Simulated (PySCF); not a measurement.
# One molecule, a ladder of functionals, a line

Molecule: SMILES [SiH2]([SiH2]N)Cl, ClH6NSi2.

Geometry:
```csv
atom,x (Å),y (Å),z (Å)
N1,1.457,0.836,1.001
Si2,2.341,1.825,-0.114
Si3,4.576,1.314,0.368
Cl4,4.667,1.301,2.459
H5,0.443,0.832,0.993
H6,1.812,0.786,1.951
H7,1.984,1.448,-1.517
H8,2.161,3.314,-0.003
H9,4.986,-0.039,-0.108
H10,5.565,2.317,-0.127
```

GIAO shieldings (ppm, equivalent atoms averaged) in PySCF 2.14 on the PBE0-D3(BJ)/def2-SVP geometry, basis pcSseg-2, gas phase, non-relativistic:

| functional | exact exchange (%) | σ(Si3) | σ(Si2) | σ(Cl4) |
| --- | --- | --- | --- | --- |
| BLYP | 0 | 333.9 | 371.3 | 1019.6 |
| BP86 | 0 | 345.8 | 381.6 | 1029.1 |
| PBE | 0 | 348.0 | 383.2 | 1030.4 |
| B3LYP | 20 | 348.6 | 383.8 | 1034.3 |
| PBE0 | 25 | 365.8 | 398.4 | 1047.3 |
| BHandHLYP | 50 | 370.3 | 402.3 | 1051.5 |
| HF | 100 | 410.1 | 436.9 | 1074.4 |

**Question.** Fit each shielding as a line in the percentage of exact exchange.

**Answer.** σ(Si3) = 341.9 + 0.66 x (rms 5.8 ppm); σ(Si2) = 378.0 + 0.57 x (rms 5.0 ppm); σ(Cl4) = 1027.5 + 0.48 x (rms 4.5 ppm). The functionals also differ in their semilocal parts, which the line can't hold; Hartree–Fock has no correlation at all.

**Question.** What does the line predict for mPW1PW91 (25 %), and what does the run give?

**Answer.** σ(Si3): 358.4 predicted, 364.1 computed; σ(Si2): 392.2 predicted, 396.8 computed; σ(Cl4): 1039.5 predicted, 1045.5 computed ppm.
